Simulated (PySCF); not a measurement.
C₃H₆BNO, SMILES C=C1CNB1O. Atoms are numbered in the order given.

```xyz
12

C      1.1221    -1.8233     0.0000
C      0.2684    -0.7963     0.0000
C     -1.2658    -0.7625     0.0000
N     -1.2331     0.7121     0.0000
B      0.1907     0.7809     0.0000
O      1.0959     1.7940     0.0000
H      2.2045    -1.6546     0.0000
H      0.7846    -2.8677     0.0000
H     -1.7353    -1.2049     0.9003
H     -1.7353    -1.2049    -0.9003
H     -2.0476     1.3133     0.0000
H      0.6914     2.6697     0.0000
```
Charge 0, spin multiplicity 1.

Coordinates come from a r2SCAN-D4/def2-SVP optimisation. The structure was generated by enumeration, and PubChem lists no compound with its InChIKey, so it may never have been made. Other conformers were not sampled.

Vertical ionisation energy (IE) and electron affinity (EA) in eV. Rows of orbital energies are one-electron estimates. Where ΔSCF, EOM or ADC give a negative EA the extra electron is unbound and the value depends on the basis.

| level | IE | EA |
|---|---|---|
| −ε(HOMO), −ε(LUMO), ωB97X/def2-TZVP (PySCF) | 9.61 | -1.84 |
| −ε(HOMO), −ε(LUMO), PBE/def2-TZVP (PySCF) | 5.93 | 1.32 |
